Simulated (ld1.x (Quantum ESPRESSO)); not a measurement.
Values are calculated unless marked as measured or tabulated.
## Potentials for C compared

Generated with ld1.x 7.5 (TM, RRKJ, ultrasoft, PAW), atompaw 4.2 or ONCVPSP 4.0.1. The cutoff is in Ry: for ld1.x and atompaw files where the sum of valence levels is converged to 10 mRy in a Bessel basis, for ONCV files where the hardest occupied wave has 1 mHa per electron of residual kinetic energy. The error is the largest all-electron minus pseudo excitation energy over each file’s own four to seven test configurations (ionisations up to +4, promotions, holes and added fractions of an electron), all of which were solved. The labels leave out finer settings (local radius, basis sizes, second energies), which also bear on the numbers. Spin-polarised tests are not counted. The rows are a selection from randomly drawn settings: files with unsolved tests, undetermined cutoffs or missed reference levels are left out.

A true bound ghost makes a file unfit for plane-wave use even where its test errors are small: the radial tests pick states by their node count and pass the ghost by.

```csv
potential,cutoff (Ry),largest error (meV),bound ghosts
"PAW, PBEsol, non-relativistic, rc 0.90/2.65 (sp), local smoothed, core correction yes, reference 2s1.5 2p2.5",40,-170,s
"TM semilocal, PBEsol, scalar-relativistic, rc 1.10/2.65 (sp), local s, core correction no, reference 2s2 2p1",40,+783,none
"RRKJ, PBEsol, scalar-relativistic, rc 1.00/1.50 (sp), local smoothed, core correction yes, reference 2s2 2p2",50,+265,none
"RRKJ, LDA (PZ), scalar-relativistic, rc 1.20/2.00 (sp), local smoothed, core correction yes, reference 2s2 2p2",50,+696,none
"RRKJ, PBE, scalar-relativistic, rc 0.90/1.95/1.55 (spd), local d, core correction no, reference 2s2 2p2",70,+675,none
"TM semilocal, BP86, scalar-relativistic, rc 1.25/1.55 (sp), local s, core correction no, reference 2s2 2p1.5",40,+264,none
```

Q: Fill in the row for C: TM, PBEsol, scalar-relativistic, rc 1.00/2.25/1.95 (spd), local s, core correction yes, reference 2s2 2p2.

A: cutoff 35 Ry, largest error +790 meV, bound ghosts: none.

Q: Fill in the row for C: RRKJ, BLYP, non-relativistic, rc 1.25/1.90/1.70 (spd), local s, core correction yes, reference 2s2 2p0.

A: cutoff 35 Ry, largest error +588 meV, bound ghosts: none.

Q: Fill in the row for C: ultrasoft, Wu–Cohen, scalar-relativistic, rc 0.95/2.25 (sp), local smoothed, core correction no, reference 2s1.75 2p2.25.

A: cutoff 35 Ry, largest error +159 meV, bound ghosts: none.
